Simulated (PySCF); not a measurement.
# Correlation energy of Cr (chromium, neutral)

[Ar] 3d5 4s1, high-spin 7S determinant. Computed with PySCF 2.14 in aug-cc-pwCVTZ-DK with one added diffuse shell each of s, p, d, f, g type (11s10p8d5f4g, 152 functions), with scalar relativity by spin-free X2C-1e. Frozen: [Ar]; 6 electrons correlated.

MP2 pair energies summed by pair of shells (mhartree):

| pair | energy | share (%) |
| --- | --- | --- |
| 3d-3d | -86.32 | 85.5 |
| 3d-4s | -14.67 | 14.5 |

Total MP2 correlation energy: -101.00 mhartree.

Same-spin part -101.00 and opposite-spin part 0.00 mhartree; SCS-MP2 scales them by 1/3 and 6/5 to -33.67 mhartree.
